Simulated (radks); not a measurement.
The promethium ion Pm35+, configuration [Ar] 3d8.

Method: Dirac Kohn-Sham, exchange-only PBE, spin-unpolarised, spherical densities, finite nucleus; open shells fill j = l - 1/2 first; Fermi nuclear charge, rms radius 4.962 fm; computed with a radial shooting solver on a logarithmic mesh with Libxc functionals.

Energy parts (hartree):
part                   energy
total              -9246.8761
kinetic            10050.1372
electron-nucleus  -21050.6494
Hartree             1928.3486
exchange            -174.7124

Orbitals (lengths in bohr, moments of r in powers of bohr; <r^-3> diverges for s and p1/2; r(max) is where P^2 peaks; r(90%) holds 90 % of the orbital's charge):
orbital  occ.  eigenvalue (hartree)  <r^-3>  <1/r>   r(max)  r(90%)  small-component weight
1s1/2       2             -1709.495       -  67.43  0.01479  0.0418                5.13e-02
2s1/2       2             -323.8080       -  16.05  0.08382   0.152                1.13e-02
2p1/2       2             -309.9544       -  16.02  0.06358   0.135                1.13e-02
2p3/2       4             -289.2157    8472  14.34  0.06909   0.144                1.06e-02
3s1/2       2             -109.0096       -  6.018   0.2346   0.369                3.76e-03
3p1/2       2             -103.2355       -  5.941   0.2211   0.360                3.71e-03
3p3/2       4             -98.73172    1901  5.519   0.2322   0.375                3.51e-03
3d3/2       4             -89.08178   321.3  5.397   0.1835   0.343                3.38e-03
3d5/2       4             -88.07103   289.4  5.291   0.1866   0.348                3.33e-03

The highest occupied level is 3d5/2 at -2396.5 eV. Summed over all electrons, <r^2> = 1.120 bohr^2, which gives a Langevin (diamagnetic) susceptibility term of -0.887 x 10^-6 cm^3/mol. For comparison, the ionisation energy in NIST's Atomic Spectra Database is 2443 eV (theoretical). In exact Kohn-Sham theory the highest level is minus the ionisation energy, but local and semilocal functionals leave it too shallow, through self-interaction and a potential that decays too fast; potentials with the right tail come closer.

Beside tabulated values, note that spin-unpolarised runs miss the spin-polarisation part of the exchange energy of open shells.
